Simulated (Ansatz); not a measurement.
Molecule: 1-methylcyclopenta-1,3-diene, C₆H₈ (charge 0, singlet). 
Structure (B3LYP-D3(BJ)/def2-TZVP (Ansatz, an electronic-structure program) minimum search):
```xyz
14

C      2.1773    -0.0375     0.0303
C      0.6888    -0.0542    -0.0370
C     -0.1033    -0.7733    -0.8541
C     -1.5091    -0.4754    -0.5727
C     -1.5839     0.4277     0.4184
C     -0.1915     0.7831     0.8552
H      2.6126    -0.7170    -0.7030
H      2.5365    -0.3347     1.0205
H      2.5753     0.9641    -0.1600
H      0.2380    -1.4692    -1.6086
H     -2.3453    -0.9224    -1.0919
H     -2.4805     0.8464     0.8497
H     -0.0223     0.5573     1.9149
H      0.0164     1.8533     0.7369
```
Charge 0, spin multiplicity 1.

Basis-set convergence of Hartree-Fock and MP2 correlation energies (hartree) with Ansatz. Cores are frozen in the correlated levels unless marked. Spin-orbit coupling is left out. No relativistic terms.

The Hartree-Fock reference is unstable (checked in the largest basis), which strains HF and MP2. 

```
basis        functions       E(HF)  E(corr, MP2)
-----------  ---------  ----------  ------------
aug-cc-pVDZ        210  -231.85811      -0.83546
aug-cc-pVTZ        460         [?]           [?]
```

Q: Some entries are withheld; supply them.

A: 
- aug-cc-pVTZ, E(HF): -231.91222
- aug-cc-pVTZ, E(corr, MP2): -0.99476
